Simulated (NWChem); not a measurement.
System: ZnHBr; SMILES [ZnH][Br]

All runs: NWChem. Geometry: optimised at PBE-D3(BJ)/def2-SVP. B3LYP is NWChem's, with the RPA form of VWN correlation. Total energies of different functionals are on different scales.

```tsv
level	energy (Ha)	highest occupied level (eV)	orbital gap (eV)	dipole (D)
B3LYP/def2-SVP	-4353.7022	-7.72	7.13	1.72
PBE/def2-SVP	-4352.9575	-6.75	5.61	1.66
LDA (Slater exchange, VWN5)/def2-SVP	-4347.1706	-6.89	5.54	1.71
BP86/def2-SVP	-4354.1507	-6.87	5.61	1.67
PBE0/def2-SVP	-4353.0782	-8.06	7.76	1.81
B3PW91/def2-SVP	-4353.6495	-7.86	7.36	1.80
LC-BLYP (range parameter 0.33 per bohr)/def2-SVP	-4353.0070	-10.26	11.71	1.81
```
